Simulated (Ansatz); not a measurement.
Geometry optimisation, RKS B3LYP-D4/def2-SVP (Ansatz 0.2.0).

The input (input.yaml):

```yaml
crystal:
  periodic: [false, false, false]
  atoms:
    - { symbol: C, position_ang: [-1.2777, 0.8286, 0.3219] }
    - { symbol: C, position_ang: [-0.2188, -0.0943, -0.1036] }
    - { symbol: Si, position_ang: [-0.3096, -1.6277, 0.9518] }
    - { symbol: O, position_ang: [1.1165, 0.523, 0.0653] }
    - { symbol: Sb, position_ang: [1.5403, 1.5329, -1.6422] }
    - { symbol: H, position_ang: [-2.3192, 0.4011, 0.207] }
    - { symbol: H, position_ang: [-1.2877, 1.7721, -0.3405] }
    - { symbol: H, position_ang: [-1.1476, 1.2186, 1.3559] }
    - { symbol: H, position_ang: [-0.371, -0.4113, -1.1086] }
    - { symbol: H, position_ang: [0.69765, -2.58448, 0.58942] }
    - { symbol: H, position_ang: [-1.66483, -2.26673, 0.79241] }
    - { symbol: H, position_ang: [-0.18348, -1.23264, 2.38964] }
    - { symbol: H, position_ang: [3.1244, 1.8433, -1.05] }
    - { symbol: H, position_ang: [2.0022, 0.0699, -2.4219] }
basis:
  gaussian: { orbitals: def2-SVP }
hamiltonian:
  xc: b3lyp
  dispersion: d4
relax:
  f_tol: 0.015
  max_steps: 40
```

Run as:

```bash
$ ansatz run input.yaml --threads 2 --pin off --max-ram 3072MiB --backend cpu --events-out ev --progress --plain --runs-dir out
```

Problem. Where does it end, and by what steps?

Solution. The forces met the threshold. The force dipped under the threshold on the way, but the program's further checks kept it going. After 37 steps the energy has fallen by 0.398 eV; H14 moved furthest, 1.37 Å.

| step | energy less start (eV) | largest force component (eV/Å) | accepted |
| --- | --- | --- | --- |
| 0 | 0.0000 | 2.567 | yes |
| 2 | -0.3415 | 0.525 | yes |
| 4 | -0.3748 | 0.112 | yes |
| 6 | -0.3786 | 0.013 | yes |
| 8 | -0.3788 | 0.129 | no |
| 10 | -0.3799 | 0.146 | yes |
| 12 | -0.3803 | 0.100 | no |
| 14 | -0.3817 | 0.024 | yes |
| 16 | -0.3829 | 0.190 | yes |
| 18 | -0.3848 | 0.065 | yes |
| 20 | -0.3853 | 0.010 | yes |
| 22 | -0.3865 | 0.113 | yes |
| 24 | -0.3874 | 0.080 | yes |
| 26 | -0.3896 | 0.102 | yes |
| 28 | -0.3909 | 0.091 | yes |
| 30 | -0.3942 | 0.114 | yes |
| 32 | -0.3958 | 0.079 | yes |
| 34 | -0.3969 | 0.041 | yes |
| 36 | -0.3977 | 0.043 | yes |
| 37 | -0.3978 | 0.010 | yes |

```xyz
14
Properties=species:S:1:pos:R:3
C -1.153 0.967 0.328
C -0.405 -0.252 -0.208
Si -0.420 -1.751 0.976
O 0.983 0.002 -0.390
Sb 1.597 1.156 -1.942
H -2.220 0.746 0.498
H -1.102 1.807 -0.389
H -0.711 1.313 1.276
H -0.887 -0.572 -1.158
H 0.316 -2.886 0.352
H -1.826 -2.184 1.256
H 0.230 -1.375 2.263
H 2.112 2.509 -0.988
H 3.187 0.492 -1.869
```

Time of the run: 2.5 min on 2 threads of Intel(R) Xeon(R) Platinum 8488C (Sapphire Rapids), on a shared host, peak memory 0.41 GiB.
